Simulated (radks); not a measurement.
Results of a calculation; reference values are marked as such.
Problem. Bi5+, 78 electrons, occupied as [Xe] 4f14 5d10. Code: a radial shooting solver on a logarithmic mesh with Libxc functionals. Model: non-relativistic Kohn-Sham, LDA (Slater exchange, Perdew-Wang correlation), spin-polarised, spherical densities, point nucleus; relativity is left out, which matters for an element this heavy. Some entries of the table are withheld. Estimate them.

orbital  occ.  eigenvalue (eV)  <r> (bohr)
1s          2              (1)     0.01824
2s          2        -13738.93     0.07667
2p          6        -13242.78     0.06472
3s          2              (2)      0.1927
3p          6        -3097.372         (3)
3d         10        -2652.438      0.1595
4s          2        -789.3741      0.4202
4p          6        -684.5613      0.4224
4d         10        -490.4298      0.4254
4f         14              (4)         (5)
5s          2        -177.7149      0.9226
5p          6        -141.7267      0.9841
5d         10         -82.4330         (6)

Solution. 
(1) 1s eigenvalue (eV): -81022.17
(2) 3s eigenvalue (eV): -3334.936
(3) 3p <r> (bohr): 0.1832
(4) 4f eigenvalue (eV): -226.4075
(5) 4f <r> (bohr): 0.4317
(6) 5d <r> (bohr): 1.181
